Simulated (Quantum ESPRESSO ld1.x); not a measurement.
The numbers below are computed, except where a source is named.
The barium ion Ba2+, 54 electrons, occupied as [Kr] 4d10 5s2 5p5 5d1 (not the ground configuration). Level of theory: Dirac Kohn-Sham, BLYP, spin-unpolarised, spherical densities, point nucleus; open shells are shared between the two j in proportion to 2j + 1 (ld1.x of Quantum ESPRESSO 7.5).

Spin-orbit splittings of the eigenvalues, e(l+1/2) - e(l-1/2), with zeta = 2 splitting/(2l+1) and mean radii in bohr:

shell  occ.  splitting (eV)  zeta (eV)  <r> j=l-1/2  <r> j=l+1/2
2p        6           381.9      254.6      0.09192      0.09792
3p        6           73.80      49.20       0.2816       0.2935
3d       10           15.73      6.293       0.2644       0.2681
4p        6           15.43      10.28       0.6967       0.7239
4d       10           2.623      1.049       0.7938       0.8038
5p        5           2.218      1.478        1.818        1.896
5d        1          0.2041    0.08163        2.723        2.758
